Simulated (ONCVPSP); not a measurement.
What one change does to a pseudopotential (Bi, ONCV)

ONCVPSP 4.0.1 input, shortened (lines: element, Z, core and valence counts, functional; n l f; lmax; l rc ep ncon nbas qcut; lloc lpopt rc5 dvloc0; l nproj debl; icmod fcfact rcfact), revPBE, scalar-relativistic:

```
  Bi 83.00   13    2  -102130      upf
    1    0    2.00
    2    0    2.00
    2    1    6.00
    3    0    2.00
    3    1    6.00
    3    2   10.00
    4    0    2.00
    4    1    6.00
    4    2   10.00
    4    3   14.00
    5    0    2.00
    5    1    6.00
    5    2   10.00
    6    0    2.00
    6    1    2.75
    1
    0    1.65    0.00    5   10    3.50
    1    2.30    0.00    4    7    3.70
    4    4    1.60    3.00
    0    2    3.40
    1    1    3.90
    0    0.00    0.00
```

Change: p: qcut 2.4.

Cutoffs: the cutoffs (Ha) at which the residual kinetic energy of the hardest occupied pseudo-wave falls to 1 and 0.1 mHa per electron; they do not see the model core or the augmentation charge, which bear on the density cutoff. Errors are all-electron minus pseudo energies relative to the spin-unpolarised reference configuration.

Q: Predict the effect on cutoff, ghosts and configuration errors.

A: The potential gets neither clearly harder nor softer (94 Ha and 111 Ha → 94 Ha and 111 Ha); the s channel sets the loose cutoff, while the largest relative change is in p, which becomes harder; of the 4 tests that both files solve, the error grows in 1 and shrinks in 0 by more than 15 % and 0.3 meV (median size 11.3 → 13.3 meV); neither file shows a bound ghost.

| quantity | base | changed |
| --- | --- | --- |
| cutoff, loose | 94 Ha | 94 Ha |
| cutoff, tight | 111 Ha | 111 Ha |
| loose cutoff by channel | s 94 Ha, p 5.8 Ha | s 94 Ha, p 12 Ha |
| bound ghosts | none | none |
| GHOST(+) flags under 300 eV | s at 106.5 eV | s at 106.5 eV |
| error for 6s2 6p3, meV [ΔE -1.33 eV] | +0.6 | +0.6 |
| error for 6s2 6p2, meV [ΔE 6.52 eV] | -4.3 | -4.4 |
| error for 6s2 6p1, meV [ΔE 21.66 eV] | -20 | -22 |
| error for 6s1 6p0, meV [ΔE 90.12 eV] | -18 | -44 |
| s: phases at 1.68 bohr within 0.05 rad from the reference energy up to (Ha; the scan ends near 5) | 3.7 | 3.7 |
| p: phases at 2.33 bohr within 0.05 rad from the reference energy up to (Ha; the scan ends near 5) | 1.0 | 0.8 |
